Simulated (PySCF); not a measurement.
Task: Write Cartesian coordinates for `N#C[SiH](C#N)CCl` as optimised with PBE0-D3(BJ)/def2-SVP.

Result: 
```xyz
10
C3H3ClN2Si angstrom
N      0.608    2.857   -0.808
C      0.558    1.710   -0.646
Si     0.461   -0.117   -0.380
C      1.696   -0.537    0.938
N      2.435   -0.839    1.779
C     -1.259   -0.549    0.230
Cl    -2.403   -0.130   -1.076
H      0.820   -0.821   -1.631
H     -1.524    0.022    1.131
H     -1.349   -1.621    0.456
```

Any rigid rotation of these coordinates is as good. Atoms count from 1 in this order. The C–Si distances run from 1.849 Å (C2–Si3, drawn single) to 1.876 Å (Si3–C6, drawn single), a spread of 0.027 Å. Si3 (SiH silicon) is tetrahedral (angles from 107.0° to 112.8°).

Bonds between heavy atoms (Å): N1≡C2 1.159, C2–Si3 1.849, Si3–C4 1.854, C4≡N5 1.159, Si3–C6 1.876, C6–Cl7 1.786.

Computed, not measured: PBE0-D3(BJ)/def2-SVP geometry optimisation, gas phase (PySCF 2.14.0).

Point group: C1 (no symmetry element, even within 0.4 Å). No PBE0-D3(BJ)/def2-SVP frequencies stand behind this structure, so it isn't proved a minimum. One conformer, not necessarily the lowest (C2–Si3–C6–Cl7 64°).

The run took 47 s wall on an Arm Neoverse V2 with one thread, on a shared host, and the process peaked at 0.51 GiB of memory. This is the geometry optimisation.
